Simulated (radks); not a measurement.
Values are calculated unless marked as measured or tabulated.
All-electron atom: Cs36+ in [Ar] 3d1. Level of theory: scalar-relativistic Kohn-Sham, LDA (Slater exchange, VWN5 correlation), spin-polarised, spherical densities, finite nucleus; open shells are filled with parallel spins first (spin-orbit coupling, left out, can overturn this in heavy ions); Fermi nuclear charge, rms radius 4.8041 fm (a radial shooting solver on a logarithmic mesh with Libxc functionals).

Unscreened Slater integrals over Kohn-Sham orbitals (eV). They are taken over the spin-up orbitals.

F0(3d,3d): 103.09
F2(3d,3d): 53.254
F4(3d,3d): 34.441
F0(3d,3p): 95.389
F2(3d,3p): 45.877
G1(3d,3p): 48.758
G3(3d,3p): 32.696
F0(3d,3s): 93.857
G2(3d,3s): 36.703
F0(3d,2p): 130.63
F2(3d,2p): 39.416
G1(3d,2p): 36.777
G3(3d,2p): 21.208
F0(3p,3p): 90.900
F2(3p,3p): 45.681
F0(3p,3s): 89.516
G1(3p,3s): 58.052
F0(3p,2p): 120.50
F2(3p,2p): 30.329
G0(3p,2p): 12.068
G2(3p,2p): 13.279
F0(3s,3s): 88.419
F0(3s,2p): 115.97
G1(3s,2p): 11.810
F0(2p,2p): 254.76
F2(2p,2p): 120.92

Derived for the open shells (J is the average intra-shell exchange parameter used in DFT+U). 3d: Racah B = F2/49 - 5 F4/441 = 0.6963 eV, C = 35 F4/441 = 2.733 eV, C/B = 3.93, F4/F2 = 0.647, J = (F2 + F4)/14 = 6.264 eV.
